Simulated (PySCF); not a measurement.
HAlF$_{2}$S (SMILES [F][Al]([F])[SH]), singlet, at a GFN2-xTB geometry (such geometries of metal compounds can be far from the true shape).

The PySCF input:
```python
from pyscf import gto, scf, dft, tdscf

mol = gto.M(
    atom='''
Al   -0.32592073    0.26892201   -0.15955093
F    -1.82191030   -0.09312964   -0.73169965
F     0.11152467    1.85753029   -0.14103737
S     1.10287062   -1.19635519    0.56863388
H     1.98451022   -0.23390889    0.83065323
''',
    basis='6-31g',
    verbose=3,
)

mf = dft.RKS(mol)
mf.xc = 'wb97x'
mf.kernel()
td = mf.TDDFT()
td.nstates = 5
td.kernel()
td.analyze()
```

Task: What does this run give for the lowest excitation energy found, HOMO-LUMO gap?

Result: 
lowest excitation energy found: 6.04 eV
HOMO-LUMO gap: 11.43 eV
